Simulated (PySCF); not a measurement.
Vertical excitations of a molecule C5H12 from TDDFT-PBE/def2-SVPD in PySCF 2.14.0, as energy in eV (oscillator strength): 7.58 (0.001), 7.72 (0.003), 7.90 (0.015), 8.00 (0.008), 8.12 (0.006), 8.21 (0.007), 8.30 (0.009), 8.30 (0.035), 8.33 (0.003), 8.40 (0.001). Lowest triplet (TDA): 7.45 eV. Coordinates come from a B3LYP-D3(BJ)/def2-SVP optimisation. The values are those of a single conformer.

Question: Which structure fits?
A) CCCCC
B) CC(C)(C)C
C) CCC(C)C

Answer: A, CCCCC
